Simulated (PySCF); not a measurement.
Be(H)(SiH3) (BeH4Si), SMILES [BeH][SiH3].

The structure is a stationary point at B3LYP-D3(BJ)/def2-TZVP.

These are TDA-M06-2X/def2-TZVPD (PySCF) values and carry that method's errors.

Vertical excitations; the highest root listed may be one member of a degenerate set. Isolated molecule, no solvent. State labels are in the subgroup Cs.

```
state  symmetry  energy (eV)  λ (nm)      f                                                                main pairs
-----  --------  -----------  ------  -----  ------------------------------------------------------------------------
S1           A"         5.01     247  0.015                                                HOMO→LUMO (degenerate set)
S2           A'         5.01     247  0.015                                              HOMO→LUMO+1 (degenerate set)
S3           A'         7.00     177  0.137                                                          HOMO→LUMO+2 93 %
S4           A"         7.28     170  0.000                                      HOMO−2→LUMO+1 47 %, HOMO−1→LUMO 46 %
S5           A"         7.43     167  0.016     HOMO−1→LUMO, HOMO−2→LUMO+1, HOMO−3→LUMO, HOMO→LUMO+7 (degenerate set)
S6           A'         7.43     167  0.016   HOMO−1→LUMO+1, HOMO−2→LUMO, HOMO−3→LUMO+1, HOMO→LUMO+8 (degenerate set)
S7           A"         7.61     163  0.140                  HOMO−3→LUMO, HOMO−1→LUMO, HOMO−2→LUMO+1 (degenerate set)
S8           A'         7.61     163  0.140                HOMO−3→LUMO+1, HOMO−2→LUMO, HOMO−1→LUMO+1 (degenerate set)
S9           A'         7.66     162  0.000  HOMO−1→LUMO+1 32 %, HOMO−2→LUMO 31 %, HOMO→LUMO+3 15 %, HOMO→LUMO+6 10 %
S10          A"         7.82     159  0.001                                        HOMO→LUMO+7 55 %, HOMO→LUMO+5 31 %
T1           A"         4.27     290      0                                                HOMO→LUMO (degenerate set)
T2           A'         4.27     290      0                                              HOMO→LUMO+1 (degenerate set)
T3           A"         6.00     207      0                                              HOMO−3→LUMO (degenerate set)
T4           A'         6.00     207      0                                            HOMO−3→LUMO+1 (degenerate set)
```
Triplets are in the Tamm–Dancoff approximation.
